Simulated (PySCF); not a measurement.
A structure optimised at PBE-D3(BJ)/def2-SVP, used in a PySCF frequency run:

```xyz
11

C     -0.8677     1.0940     0.0000
C      0.5297     1.2794     0.0000
N      1.3985     0.2505     0.0000
C      0.9104    -0.9739     0.0000
N     -0.4298    -1.2224     0.0000
C     -1.3397    -0.2147     0.0000
H     -1.5671     1.9423     0.0000
H      0.9671     2.2931     0.0000
H      1.5836    -1.8488     0.0000
H     -0.7563    -2.2006     0.0000
H     -2.4045    -0.4920     0.0000
```
Charge +1, spin multiplicity 1.

**Question.** Write its SMILES, formula and point group.

**Answer.** c1cnc[nH+]c1, C₄H₅N₂, Cs

**Question.** What are its rotational constants (standard atomic weights)?

**Answer.** 5.9547, 5.8228, 2.9440 GHz
